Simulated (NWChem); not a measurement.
# C3H5, doublet; SMILES [C](=C)C

Program: NWChem. Pople sets run with spherical d functions. Spin-unrestricted. Spin-contaminated determinants: UHF/6-31G*, CIS (<S²> = 0.95). Coordinates come from a PBE0/def2-SVP, spin-unrestricted optimisation. No stability test was run on the SCF state. Vertical excitations in the gas phase; the lowest state need not have the same character in each row. Excited states of an open shell can be spin-contaminated.

| level | lowest excitation (eV) | oscillator strength of that lowest state | lowest empty minus highest occupied level, either spin (eV) |
|---|---|---|---|
| PBE/6-31G*, TDA | 3.40 | 0.001 | 2.29 |
| B3LYP/6-31G*, TDA | 3.36 | 0.001 | 4.26 |
| UHF/6-31G*, CIS | 5.35 | 0.006 | 14.09 |
| LRC-wPBEh/6-31G*, TDA | 3.62 | 0.001 | 8.74 |
